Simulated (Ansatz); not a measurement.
A made-up structure of CH₃GaMg, singlet:

```xyz
6
angstrom
C -0.0474 0.5192 1.0821
Mg 1.1565 -1.5962 0.3265
Ga -0.1102 -0.2220 -0.7259
H -1.0308 -1.4439 -0.7397
H -0.4718 0.6723 -1.9135
H 0.0826 1.5053 1.4486
```

It is relaxed with PBE-D4/def2-SVP and then PBE0-D4/def2-TZVP (Ansatz 0.2.0). Atoms count as bonded within 1.22 times the sum of their covalent radii (H–H: 0.88 Å). The end point is not checked to be a true minimum.

(1) Does its bonding change? (Judge from chemistry; the calculation decides.)

## Answers

(1) The calculation gives: Yes. Formed: Mg2–H4; broken: none.

Where it ends: The first stage lowers the energy by 2.76 eV in 10 steps. It ends as CH₃GaMg ([H]1[Mg]2[CH][GaH]12):
C1  (0.284, 0.375, 0.941)
Mg2  (0.427, -1.572, 0.876)
Ga3  (-0.369, 0.203, -0.800)
H4  (-0.238, -1.606, -0.864)
H5  (-0.933, 0.724, -2.152)
H6  (0.409, 1.310, 1.477)
(Å)

Labels in which every atom is bracketed show which atoms are joined, not bond orders.

For scale, one of the runs: PBE0-D4/def2-TZVP relaxation, 129 basis functions, launched by `ansatz run in.yaml --threads 2 --pin off --events-out ev --progress --plain --max-ram 4352MiB`. The run took about 15 s on 2 CPU threads of an Arm Neoverse V2 (shared host).
